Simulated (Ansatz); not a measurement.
LiMg, multiplicity 2 (lowest of 2S+1 = 2, 4 at CCSD(T)/def2-TZVPP on PBE0 minima; our sources give no spin for the ground state, which may be another), most abundant isotopes (7.0160 and 23.9850 u). Constants from fifth-degree fits in 1/R to seven points on the lowest solution found; no spin–orbit coupling, no relativity up to Kr; ω_e x_e and α_e move by some per cent with the fit.

Correlated levels freeze the inner cores; with def2 sets outer-core shells near the valence are correlated too.

Programs: Ansatz (an electronic-structure program) with Gaussian orbitals. Values without a source in brackets are computed.

Total energies (hartree; each atom in its lowest state at that level) and vibrational constants (cm⁻¹):

| level | E(LiMg) at r_e | E(Li) | E(Mg) | ω_e | ω_e x_e |
|---|---|---|---|---|---|
| PBE/def2-TZVPP | -207.415754 | -7.461919 | -199.942973 | 200 | 3.6 |
| B3LYP/def2-TZVPP | -207.590799 | -7.492798 | -200.091523 | 179 | 4.8 |
| wB97M-V/def2-TZVPP | -207.536375 | -7.472067 | -200.059534 | 153 | 4.9 |
| CCSD(T)/def2-QZVPP | -207.330069 | -7.467933 | -199.855391 | 180 | 6.0 |

Q: Work out D_e and D₀ in eV.

A: 
D_e = E(Li) + E(Mg) − E(molecule), times 27.2114 eV; D₀ = D_e − (ω_e/2 − ω_e x_e/4)/8065.54.
- PBE/def2-TZVPP: D_e = 0.296, zero point 0.012, D₀ = 0.283 eV
- B3LYP/def2-TZVPP: D_e = 0.176, zero point 0.011, D₀ = 0.165 eV
- wB97M-V/def2-TZVPP: D_e = 0.130, zero point 0.009, D₀ = 0.121 eV
- CCSD(T)/def2-QZVPP: D_e = 0.184, zero point 0.011, D₀ = 0.173 eV
No counterpoise correction is made.
